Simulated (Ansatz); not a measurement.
`C=C[Si](Cl)(Cl)Cl` + `SC[TeH]` → `S[Si](Cl)(Cl)Cl` + `C=CC[TeH]`  (redistribution)

Isolated molecules relaxed with PBE0-D4/def2-TZVP in Ansatz; ΔE leaves out vibrations. CCSD(T)/CBS is the MP2 limit (def2-TZVPP, def2-QZVPP) plus CCSD(T) − MP2 in def2-TZVPP, frozen cores. Functionals use def2-TZVPP. Elements past krypton have def2 core potentials. For Te outer-core shells are correlated without core-valence functions, which leaves a few kJ/mol of doubt a bond. Each species was taken in one conformer, which may not be the lowest.

| species | BLYP-D4 energy (Eh) |
| --- | --- |
| `C=C[Si](Cl)(Cl)Cl` | -1748.31228 |
| `SC[TeH]` | -706.67384 |
| `S[Si](Cl)(Cl)Cl` | -2069.14705 |
| `C=CC[TeH]` | -385.86571 |

Work out ΔE.

ΔE = (-2069.14705) + (-385.86571) − (-1748.31228) − (-706.67384) = -0.02664 Eh = -69.9 kJ/mol. CCSD(T)/CBS gives -70.2 kJ/mol.

What do rigid-rotor, harmonic-oscillator terms from PBE0-D4/def2-TZVP frequencies (298.15 K, 1 bar) make of the CCSD(T)/CBS value? (An estimate is asked.)

Ansatz gave: ΔZPE = +1.1 kJ/mol, ΔH = -68.9 kJ/mol, ΔS = 5 J/(mol·K), ΔG = -70.4 kJ/mol.

Largest T1 diagnostic among the species: 0.011.

Leaving LDA and LC-ωPBE aside and taking each functional with its dispersion term where it has one, the values, not all of them listed here, spread over 6.7 kJ/mol, from r2SCAN0-D4 to ωB97X-V. LDA lies −3.4 kJ/mol from PBE without D4.
